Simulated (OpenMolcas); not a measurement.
A calculation on Mo+.

| Property | Result |
| --- | --- |
| Program | OpenMolcas |
| Method | MS-CASPT2, IPEA 0.25 Eh, imaginary shift 0.1 Eh (closed shells correlated: 4s 4p) |
| Basis | ANO-RCC-VTZP [7s6p4d2f1g] |
| Scalar Hamiltonian | DKH2, point nucleus |
| Active space | 5 electrons in 5 orbitals (4d) |
| State averaging | 2S+1 = 6 even, 1 root; 2S+1 = 4 even, 24 roots; 2S+1 = 2 even, 75 roots (67 in the spin-orbit step) |
| Spin-orbit coupling | state interaction with AMFI integrals over the reference wave functions, term energies averaged over their components |

(1) Which level of the active space comes out lowest?

(2) How high does 4d⁵ ⁴P_1/2 lie?

(3) How high does 4d⁵ ⁴D_3/2 [68 %] lie?

(4) How high does 4d⁵ ⁴D_5/2 [67 %] lie?

(5) The level at 18360 cm⁻¹ has J = 5/2. What is it made of, and what is its g factor?

Measured values: NIST Handbook of Basic Atomic Spectroscopic Data.

Results:

(1) 4d⁵ ⁶S_5/2, with 99 % of that term; it is also the measured ground level.

(2) 18870 cm⁻¹ above the lowest level.

(3) 20310 cm⁻¹ above the lowest level.

(4) 20330 cm⁻¹ above the lowest level.

(5) 65 % 4d⁵ ⁴P_5/2, 32 % 4d⁵ ⁴D; g = 1.517, against 1.601 from Landé's formula for the pure leading term.

Term energies are means over components that CASPT2 splits; among the terms shown or strongly mixed into the levels shown the widest spread is 160 cm-1 (4d⁵ ⁴D). Some high roots are left out of the spin-orbit mixing, which shifts the levels that they would mix with. Configurations with an s electron lie low at this charge and mix in, so terms can be misplaced. Measured partners are found by configuration, term and J. A level has none where our copy of the source lacks it or the pairing is in doubt (some pairs that miss far off the trend of their configuration count as doubtful), and it then counts in no deviation. Only configurations of the active space appear.

A share in square brackets marks a mixed level and gives the weight of the term that names it.
